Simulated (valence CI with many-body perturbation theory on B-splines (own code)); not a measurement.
Pm⁵⁴⁺: fill in the table

Level of theory: relativistic CI+MBPT: five valence electrons over a frozen Dirac-Fock core [He], a basis of 9 s, 9 p, 8 d, 6 f, 3 g, 1 h functions for each j, with the one-electron correlation potential Σ1 (screened to all orders), the two-electron term Σ2, the three-electron term Σ3, Breit, model QED; selected single and double excitations, second order for the rest (own B-spline code, finite nucleus).

No measured spectrum was set against this ion. As an estimate, large intervals hold to a few tenths of a per cent, small ones and those within an open d or f shell to about a per cent. Among the levels kept, up to 1200 cm⁻¹ of a level comes from second order outside the variational space, and about a tenth of that is noise between levels of different J, which matters for small intervals.

```
                       Level  E (eV)
  (2s^2 2p1/2^2 2p3/2) J=3/2     0.0
  (2s^2 2p1/2 2p3/2^2) J=3/2   566.5
  (2s^2 2p1/2 2p3/2^2) J=5/2       ?
  (2s^2 2p1/2 2p3/2^2) J=1/2       ?
  (2s 2p1/2^2 2p3/2^2) J=5/2   825.4
  (2s 2p1/2^2 2p3/2^2) J=1/2   906.8
  (2s 2p1/2^2 2p3/2^2) J=3/2   908.3
        (2s^2 2p3/2^3) J=3/2  1194.1
(2s 2p1/2 2p3/2^3) J=3/2 [a]  1414.1
    (2s 2p1/2 2p3/2^3) J=5/2       ?
    (2s 2p1/2 2p3/2^3) J=1/2  1496.1
(2s 2p1/2 2p3/2^3) J=3/2 [b]  1506.4
     (2p1/2^2 2p3/2^3) J=3/2  1792.4
          (2s 2p3/2^4) J=1/2  2079.6
       (2p1/2 2p3/2^4) J=1/2  2382.9
     (2s^2 2p1/2^2 3s) J=1/2       ?
  (2s^2 2p1/2^2 3p1/2) J=1/2  5995.8
  (2s^2 2p1/2^2 3p3/2) J=3/2  6177.2
  (2s^2 2p1/2^2 3d3/2) J=3/2       ?
  (2s^2 2p1/2^2 3d5/2) J=5/2       ?
```

Levels are named by their leading jj configuration (3d3/2^4 stands for four electrons in 3d with j = 3/2), which in mixed levels can hold well under half, so a name can repeat and another be missing. Letters in brackets count levels of one name in rising energy.

Q: The levels stand in rising order. What does the calculation give for the missing energies?

A: (2s^2 2p1/2 2p3/2^2) J=5/2 588.1; (2s^2 2p1/2 2p3/2^2) J=1/2 626.2; (2s 2p1/2 2p3/2^3) J=5/2 1450.3; (2s^2 2p1/2^2 3s) J=1/2 5917.4; (2s^2 2p1/2^2 3d3/2) J=3/2 6250.3; (2s^2 2p1/2^2 3d5/2) J=5/2 6306.4.
